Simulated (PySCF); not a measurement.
Computed shifts of a molecule C3H3ClF2, PBE0/pcSseg-1 (PySCF), GIAO, gas phase, atoms alike by connectivity averaged where their shifts nearly agree, in ppm (number of nuclei): ¹³C: 149.4 (1), 125.6 (1), 116.0 (1). ¹⁹F: -142.7 (1), -150.9 (1). ¹H: 6.54 (1), 6.19 (1), 6.02 (1). References: ¹³C against TMS (σ = 186.3 ppm); ³⁵Cl against HCl (σ = 945.9 ppm); ¹⁹F against CFCl3 (σ = 167.2 ppm); ¹H against TMS (σ = 31.56 ppm), references at their B3LYP-D3(BJ)/def2-TZVP geometries, non-relativistic (without spin–orbit terms, shifts of atoms bonded to Cl or Br come out too high). Geometry optimised at PBE0-D3(BJ)/def2-SVP. The values are those of a single conformer.

### Question
Pick the molecule that these values belong to.
A. C=C(Cl)C(F)F
B. FC(F)/C=C/Cl
C. F[C@@H]1[C@H](F)[C@H]1Cl
D. FC1(F)C[C@H]1Cl

### Answer
A, C=C(Cl)C(F)F
